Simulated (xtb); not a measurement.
CH₃Cl₂Sn, doublet, from a rough starting geometry (GFN-xTB shapes and energies of metal compounds can be far from the true ones) (the spin is typed, not shown lowest); xtb with GFN2-xTB.

Input for xtb:
```
$ xtb mol.xyz --gfn 2 --uhf 1 --opt vtight --json

# file mol.xyz
7

Sn     0.73554940     0.88839124     0.81579973
C     -0.93400371    -0.56513028     0.01015008
H     -0.36432050    -1.34383573    -0.59877337
H     -1.67652430    -0.03659609    -0.59126859
H     -1.44551487    -1.11261427     0.80224535
Cl     0.97029570     2.46125297    -1.09309420
Cl     2.71278751    -0.26101542     0.69126559
```

It wrote (shortened):

```
   ID    Z sym.   atoms
    1   50 Sn     1
    2    6 C      2
    3    1 H      3-5
    4   17 Cl     6, 7

           -------------------------------------------------
          |                Calculation Setup                |
           -------------------------------------------------

           -------------------------------------------------
          |                 G F N 2 - x T B                 |
           -------------------------------------------------

          ...................................................
          :                      SETUP                      :
          :.................................................:
          :  # basis functions                  37          :
          :  # atomic orbitals                  34          :
          :  # shells                           14          :
          :  # electrons                        25          :
          :  max. iterations                   250          :
          :  Hamiltonian                  GFN2-xTB          :
          :  restarted?                      false          :
          :  GBSA solvation                  false          :
          :  PC potential                    false          :
          :  electronic temp.          300.0000000     K    :
          :  accuracy                    1.0000000          :
          :  -> integral cutoff          0.2500000E+02      :
          :  -> integral neglect         0.1000000E-07      :
          :  -> SCF convergence          0.1000000E-05 Eh   :
          :  -> wf. convergence          0.1000000E-03 e    :
          :  Broyden damping             0.4000000          :
          :  net charge                          0          :
          :  unpaired electrons                  1          :
          ...................................................

 iter      E             dE          RMSdq      gap      omega  full diag
   1    -14.3218089 -0.143218E+02  0.137E+01    3.90       0.0  T
   2    -14.1566958  0.165113E+00  0.134E+01    8.35       1.0  T
   3    -14.9738813 -0.817186E+00  0.386E+00    5.76       1.0  T
   4    -14.9673352  0.654616E-02  0.447E+00    5.38       1.0  T
   5    -14.9702771 -0.294195E-02  0.329E+00    5.32       1.0  T
   6    -14.9865823 -0.163052E-01  0.285E-01    5.73       1.0  T
   7    -14.9865564  0.258890E-04  0.253E-01    5.72       1.0  T
   8    -14.9866782 -0.121770E-03  0.124E-01    5.71       1.0  T
   9    -14.9866917 -0.134763E-04  0.657E-02    5.72       1.0  T
  10    -14.9866829  0.882576E-05  0.652E-02    5.73       1.0  T
  11    -14.9866973 -0.144076E-04  0.353E-02    5.72       1.1  T
  12    -14.9867003 -0.300821E-05  0.198E-02    5.72       1.9  T
  13    -14.9867006 -0.298232E-06  0.158E-02    5.73       2.4  T
  14    -14.9867014 -0.787330E-06  0.970E-03    5.73       3.9  T
  15    -14.9867017 -0.304719E-06  0.318E-03    5.72      11.9  T
  16    -14.9867017 -0.359772E-07  0.166E-03    5.72      22.8  T
  17    -14.9867017 -0.121826E-07  0.170E-04    5.72     221.7  T
  18    -14.9867017 -0.123492E-10  0.779E-05    5.72     484.9  T

   *** convergence criteria satisfied after 18 iterations ***

         :::::::::::::::::::::::::::::::::::::::::::::::::::::
         ::                     SUMMARY                     ::
         :::::::::::::::::::::::::::::::::::::::::::::::::::::
         :: total energy             -14.938554585778 Eh    ::
         :: gradient norm              0.056079459968 Eh/a0 ::
         :: HOMO-LUMO gap              5.724660049958 eV    ::
         ::.................................................::
         :: SCC energy               -14.986695642666 Eh    ::
         :: -> isotropic ES           -0.003482470279 Eh    ::
         :: -> anisotropic ES          0.002999691016 Eh    ::
         :: -> anisotropic XC          0.003145769026 Eh    ::
         :: -> dispersion             -0.005117161673 Eh    ::
         :: repulsion energy           0.048141056888 Eh    ::
[...]
 * total energy  :   -14.9444749 Eh     change       -0.1265661E-06 Eh
 * total energy  :   -14.9444750 Eh     change       -0.1249086E-06 Eh
 * total energy  :   -14.9444751 Eh     change       -0.1232398E-06 Eh
 * total energy  :   -14.9444753 Eh     change       -0.1219668E-06 Eh
 * total energy  :   -14.9444754 Eh     change       -0.1209902E-06 Eh
 * total energy  :   -14.9444755 Eh     change       -0.1203223E-06 Eh
 * total energy  :   -14.9444756 Eh     change       -0.1204148E-06 Eh
 * total energy  :   -14.9444757 Eh     change       -0.1201276E-06 Eh
 * total energy  :   -14.9444759 Eh     change       -0.1198887E-06 Eh
 * total energy  :   -14.9444760 Eh     change       -0.1193579E-06 Eh
 * total energy  :   -14.9444761 Eh     change       -0.1191234E-06 Eh
 * total energy  :   -14.9444762 Eh     change       -0.9722582E-07 Eh
   *** GEOMETRY OPTIMIZATION CONVERGED AFTER 122 ITERATIONS ***
         :: total energy             -14.944476199961 Eh    ::
[...]
         8        2.0000           -0.4438562             -12.0779
         9        2.0000           -0.4344312             -11.8215
        10        2.0000           -0.4271586             -11.6236
        11        2.0000           -0.4233291             -11.5194
        12        2.0000           -0.4196360             -11.4189
        13        1.0000           -0.3845663             -10.4646 (HOMO)
        14                         -0.1695525              -4.6138 (LUMO)
        15                         -0.1633463              -4.4449
        16                         -0.1599482              -4.3524
        17                         -0.0654576              -1.7812
        18                         -0.0607405              -1.6528
        19                         -0.0481831              -1.3111
        20                          0.0328369               0.8935
        21                          0.0339455               0.9237
        22                          0.0344006               0.9361
        23                          0.0346725               0.9435
        24                          0.0352834               0.9601
       ...                                ...                  ...
        34                          0.5451037              14.8330
      -------------------------------------------------------------
                  HL-Gap            0.2150138 Eh            5.8508 eV
             Fermi-level           -0.3395754 Eh           -9.2403 eV

     #   Z          covCN         q      C6AA      α(0)
     1  50 Sn       2.374     0.426   395.517    40.518
     2   6 C        3.547    -0.161    24.808     7.287
     3   1 H        0.925     0.074     2.041     2.234
     4   1 H        0.925     0.073     2.053     2.241
     5   1 H        0.925     0.071     2.078     2.254
     6  17 Cl       0.801    -0.241   106.676    15.800
     7  17 Cl       0.801    -0.241   106.681    15.800

 Mol. C6AA /au·bohr⁶  :       2446.143176
 Mol. C8AA /au·bohr⁸  :     155998.765797
 Mol. α(0) /au        :         86.134139

Wiberg/Mayer (AO) data.
largest (>0.10) Wiberg bond orders for each atom

 ---------------------------------------------------------------------------
     #   Z sym  total        # sym  WBO       # sym  WBO       # sym  WBO
 ---------------------------------------------------------------------------
     1  50 Sn   2.716 --     6 Cl   1.026     7 Cl   1.025     2 C    0.587
     2   6 C    3.764 --     5 H    0.967     4 H    0.966     3 H    0.962
                             1 Sn   0.587     7 Cl   0.141     6 Cl   0.141
     3   1 H    0.994 --     2 C    0.962
     4   1 H    0.995 --     2 C    0.966
     5   1 H    0.995 --     2 C    0.967
     6  17 Cl   1.241 --     1 Sn   1.026     2 C    0.141
     7  17 Cl   1.241 --     1 Sn   1.025     2 C    0.141
 ---------------------------------------------------------------------------

Topologies differ in total number of bonds
Writing topology from bond orders to xtbtopo.mol

molecular dipole:
                 x           y           z       tot (Debye)
 q only:       -1.322      -0.386       0.716
   full:       -1.553      -0.315       1.068       4.857
molecular quadrupole (traceless):
                xx          xy          yy          xz          yz          zz
 q only:       -4.093      -0.282      -0.433       0.025       5.242       4.527
  q+dip:       -4.831       0.127      -1.002      -0.483       6.956       5.833
   full:       -5.712       0.482      -1.202      -0.534       8.559       6.914

optimized geometry written to: xtbopt.xyz

           -------------------------------------------------
          | TOTAL ENERGY              -14.944476199961 Eh   |
          | GRADIENT NORM               0.000030141020 Eh/α |
          | HOMO-LUMO GAP               5.850824024420 eV   |
           -------------------------------------------------

normal termination of xtb
```
